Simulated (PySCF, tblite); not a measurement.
A set of runs on `CC[C@H]1CCO[B]O1` [radical]; the geometry of each is named by its level. Settings lines and outputs come from a driver script.

C5H10BO2 (doublet state).
Numbering: `[CH3:1][CH2:2][C@H:3]1[CH2:4][CH2:5][O:6][B:7][O:8]1` (hydrogens: H9, H10, H11 on C1; H12, H13 on C2; H14 on C3; H15, H16 on C4; H17, H18 on C5)

Step 1: GFN2-xTB geometry optimisation, gas phase (tblite 0.8.0) (from a force-field or distance-geometry start)
```json
{"job": {"kind": "relax", "xc": "GFN2-xTB", "basis": "xTB"}, "charge": 0, "multiplicity": 2}
```
```
step      E/eV     max force
  0    -683.94477    4.295
  1    -684.40753    2.422
  2    -684.60011    2.082
...
 73    -685.13242    0.032
 74    -685.13260    0.028
 75    -685.13271    0.022
 76    -685.13275    0.013
 77    -685.13278    0.009
```

Energy lowered by 27.4 kcal/mol over 77 steps; largest atomic force 0.009 eV/Å at the end. «max force» is the largest atomic force in eV/Å.

Time: 0.34 s. Hardware: Intel Xeon 6975P-C, one thread, shared host with 32 logical CPUs at a one-minute load of 12.

Step 2: GFN2-xTB harmonic vibrations, gas phase (tblite 0.8.0) (on the GFN2-xTB geometry)
```json
{"job": {"kind": "ir", "xc": "GFN2-xTB", "basis": "xTB"}, "charge": 0, "multiplicity": 2}
```
```
(table of modes left out)
```

48 modes from 82 to 3056 cm⁻¹ (unscaled, harmonic); zero-point energy 93.6 kcal/mol; all wavenumbers are real at this level.

Hardware: an Intel Xeon 6975P-C with one thread (shared host). Cost: 0.4 s wall.

Step 3: UKS B3LYP, pcH-1 on B C H O, non-relativistic, mean-field spin-orbit, GIAO (PySCF 2.14.0) (on the GFN2-xTB geometry)
```json
{"job": {"kind": "epr", "basis": "pcH-1"}, "charge": 0, "multiplicity": 2}
```
```
...
E = -371.90213817 Eh   <S^2> = 0.7518 (exact 0.7500)
g shifts (ppm)      1          2          3
  rmc          -129       -129       -129
  gc             24         20        -33
  oz_so       -1463       -314        619
  total       -1568       -422        457
hyperfine (MHz)  atom isotope    a_iso     a_fc   dipolar eigenvalues
    0   13C       0.03       0.03     -0.23     -0.18      0.41
    1   13C      -1.22      -1.22     -0.34     -0.31      0.65
    2   13C      24.28      24.28     -4.93     -4.58      9.51
    3   13C      -3.20      -3.20     -0.59     -0.52      1.11
    4   13C      26.25      26.25     -4.71     -4.36      9.07
    5   17O    -153.48    -153.48     -8.85      1.30      7.55
    6   11B     729.45     729.45    -35.98    -29.79     65.77
    7   17O    -151.54    -151.54     -8.88      1.32      7.56
    8    1H      -0.07      -0.07     -1.23     -1.05      2.28
    9    1H      -0.05      -0.05     -0.70     -0.60      1.30
   10    1H      -0.17      -0.17     -0.51     -0.45      0.96
   11    1H       0.96       0.96     -1.31     -1.03      2.34
   12    1H       3.77       3.77     -0.82     -0.66      1.47
   13    1H      -2.87      -2.87     -3.07     -1.04      4.11
   14    1H       2.73       2.73     -1.73     -1.66      3.39
...
```

⟨S²⟩ 0.752; g_iso 2.0018. rmc, gc and oz_so are the mass-correction, gauge-correction and orbital-Zeeman/spin–orbit parts of the g shift along its three principal axes; a_iso is the isotropic hyperfine coupling and a_fc its Fermi-contact part. The log counts atoms from 0, this text from 1.

The run took 53 s (grids of density and orbitals included) on one thread, Intel Xeon 6975P-C (x86_64), no GPU, shared host with 32 logical CPUs at a one-minute load of 11, and the process peaked at 0.97 GiB of memory.

Geometry of the electronic-property runs (GFN2-xTB):
```
atom  x, y, z in Å
C1     2.5589    0.3546   -0.5807
C2     1.3977   -0.3771    0.0803
C3     0.0548    0.0465   -0.5141
C4    -1.1110   -0.7763    0.0387
C5    -2.4339   -0.1991   -0.4563
O6    -2.5251    1.1988   -0.1722
B7    -1.3945    1.9265   -0.0689
O8    -0.1532    1.4394   -0.2241
H9     2.4141    1.4276   -0.4901
H10    2.6184    0.1009   -1.6369
H11    3.4984    0.0845   -0.1054
H12    1.3878   -0.1570    1.1495
H13    1.5096   -1.4563   -0.0471
H14    0.0911   -0.0521   -1.6089
H15   -1.0871   -0.7245    1.1299
H16   -1.0186   -1.8191   -0.2688
H17   -2.5328   -0.3322   -1.5405
H18   -3.2833   -0.6788    0.0393
```

 (This holds for the electronic-property runs.)

One conformer stands for the species.
